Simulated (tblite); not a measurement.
Compound: C6H16NOP.
Structure used (GFN2-xTB), in Å, numbered top down from 1:
```
atom  x, y, z in Å
C1    -1.522    0.358   -1.208
C2    -0.931   -0.160    0.100
C3    -1.310    0.745    1.265
C4    -1.399   -1.590    0.355
P5     0.933   -0.233   -0.201
C6     1.692   -0.443    1.475
N7     1.461   -1.114   -1.375
C8     1.499    1.451   -0.696
O9     1.395    1.596   -2.075
H10   -2.610    0.320   -1.180
H11   -1.215    1.385   -1.395
H12   -1.174   -0.255   -2.039
H13   -2.393    0.851    1.305
H14   -0.878    1.737    1.148
H15   -0.975    0.327    2.212
H16   -0.964   -1.988    1.271
H17   -2.484   -1.624    0.450
H18   -1.109   -2.233   -0.475
H19    1.305   -1.344    1.949
H20    2.762   -0.568    1.313
H21    1.515    0.414    2.118
H22    1.335   -2.111   -1.284
H23    2.549    1.538   -0.361
H24    0.922    2.248   -0.217
H25    1.587    0.717   -2.447
```

Computed values, GFN2-xTB/tblite, gas phase, harmonic and unscaled. The method is semi-empirical: single wavenumbers can be off by several per cent or more. One conformer, not necessarily the lowest.

Harmonic wavenumbers (cm⁻¹): 50.7, 84.9, 151.3, 173.8, 177.9, 192.5, 194.3, 217.2, 228.5, 257.1, 262.2, 270.4, 291.6, 348.7, 373.5, 391.1, 400.5, 428.7, 485.2, 581.6, 697.3, 713.6, 787.2, 805.4, 846.5, 854.1, 920.5, 958.1, 965.3, 967.5, 1017.4, 1026.3, 1088.0, 1127.3, 1180.5, 1207.0, 1227.3, 1238.6, 1246.2, 1301.3, 1322.5, 1400.3, 1404.1, 1421.9, 1429.6, 1440.9, 1445.1, 1483.4, 1484.7, 1487.4, 1499.0, 1502.9, 1504.0, 2793.0, 2938.5, 2994.3, 3002.6, 3006.1, 3007.0, 3008.6, 3012.2, 3014.5, 3019.0, 3025.1, 3025.8, 3032.3, 3033.4, 3372.4, 3425.5.

A = 1676, B = 1162, C = 1020 MHz; mass 149.097 u (most abundant isotopes); point group C1, symmetry number 1.

Q: Zero-point energy?

A: Half the sum of the wavenumbers: 46637 cm⁻¹ = 557.90 kJ/mol.

Q: Give the ideal-gas entropy at 298.15 K and 1 bar in the rigid-rotor, harmonic-oscillator model (classical rotation).

A: Translation 171.27, rotation 123.31, vibration 164.73: S = 459.3 J/(mol K).

Q: And Cp and H(298.15 K) − H(0)?

A: Cp = 213.19 J/(mol K), of which vibrations give 179.93 (their classical limit is 69 R = 573.7); H(298.15 K) − H(0) = 37.36 kJ/mol without the zero-point energy, 27.45 from vibrations.

Q: What must be added to the electronic energy to get the Gibbs energy at 298.15 K and 1 bar?

A: ZPE + [H(298.15 K) − H(0)] − T·S = 557.90 + 37.36 − 136.94 = 458.32 kJ/mol.

Q: How do the functions run with temperature in this model?

A: 
| T (K) | S (J/(mol K)) | Cp (J/(mol K)) | H − H(0) (kJ/mol) | G − H(0) (kJ/mol) | ln q(vib) |
| --- | --- | --- | --- | --- | --- |
| 100 | 296.5 | 97.2 | 5.81 | -23.84 | 1.61 |
| 200 | 385.2 | 161.3 | 18.97 | -58.06 | 5.08 |
| 300 | 460.6 | 214.2 | 37.76 | -100.43 | 8.81 |
| 500 | 593.0 | 308.0 | 90.38 | -206.11 | 16.08 |
| 800 | 760.0 | 402.6 | 198.12 | -409.91 | 26.25 |
| 1000 | 854.7 | 445.5 | 283.12 | -571.58 | 32.47 |

q(vib) and H(0) count from the zero-point level.

Q: Blend soft modes into free rotors: weight 1/[1 + (100 cm⁻¹/ν̃)⁴] for the oscillator and the rest for a rotor with moment μB/(μ + B), μ = h/(8π²ν), B = 10⁻⁴⁴ kg m². What vibrational entropy results?

A: 157.68 J/(mol K) in place of 164.73, which changes −T·S at 298.15 K by +2.10 kJ/mol.

Q: Which modes carry the vibrational entropy at 298.15 K?

A: 50.7 cm⁻¹: 20.04; 84.9 cm⁻¹: 15.79; 151.3 cm⁻¹: 11.11; 173.8 cm⁻¹: 10.02; 177.9 cm⁻¹: 9.83; 192.5 cm⁻¹: 9.22 J/(mol K); the other 63 give 88.71 together.

Hindered rotation and anharmonicity are outside this model. Other conformers, if any are populated, would add a mixing term that is left out. The structure is chiral; the term R ln 2 for an equal mix with its mirror image is left out.

Time: 1.3 s of wall time. Hardware: Arm Neoverse V1, one thread, no GPU, shared host with 32 logical CPUs at a one-minute load of 24. The figure is for the frequency step alone.
